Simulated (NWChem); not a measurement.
# Correlation energy of H2Ge

```
Ge
H 1 1.6055
H 1 1.6055 2 90.73
```
Charge 0, spin multiplicity 1.

Program: NWChem. Structure: optimised with B3LYP/def2-SVP, a minimum by its harmonic frequencies.

Basis set: def2-TZVP. Each correlation energy counts from its own Hartree-Fock reference.

The Hamiltonian is non-relativistic. The correlated methods keep 9 core orbitals frozen. The structure started from a generated list of species. Coupled-cluster values serve here as a point of comparison, not as the truth.

For the correlation energy, MP2 gives -232.0 mHa and SCS-MP2 gives -225.6 mHa. What do CR-CCSD[T], CR-CCSD(T), CCSD give?

CR-CCSD[T]: -256.5 mHa; CR-CCSD(T): -255.8 mHa; CCSD: -249.2 mHa.
